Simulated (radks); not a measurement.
I XLI, 13 electrons, occupied as [Ne] 3s2 3p1. Method: scalar-relativistic Kohn-Sham, r2SCAN, spin-polarised, spherical densities, finite nucleus; open shells are filled with parallel spins first (spin-orbit coupling, left out, can overturn this in heavy ions); meta-GGA in the generalised Kohn-Sham scheme; Fermi nuclear charge, rms radius 4.75 fm; computed with a radial shooting solver on a logarithmic mesh with Libxc functionals. Some entries of the table are withheld. Estimate them.

| orbital | occ. | eigenvalue (hartree) | <r^2> (bohr^2) |
|---|---|---|---|
| 1s up | 1 | -1306.981 | 0.001004 |
| 1s down | 1 | -1306.842 | 0.001004 |
| 2s up | 1 | -276.0076 | 0.01562 |
| 2s down | 1 | -275.9382 | 0.01561 |
| 2p up | 3 | -257.6080 | (1) |
| 2p down | 3 | -257.4766 | (2) |
| 3s up | 1 | -110.1408 | 0.08848 |
| 3s down | 1 | -109.6226 | 0.08873 |
| 3p up | 1 | -104.3051 | 0.08419 |
| 3p down | 0 | -103.7985 | 0.08441 |

Answer. 
(1) 2p up <r^2> (bohr^2): 0.01229
(2) 2p down <r^2> (bohr^2): 0.01228
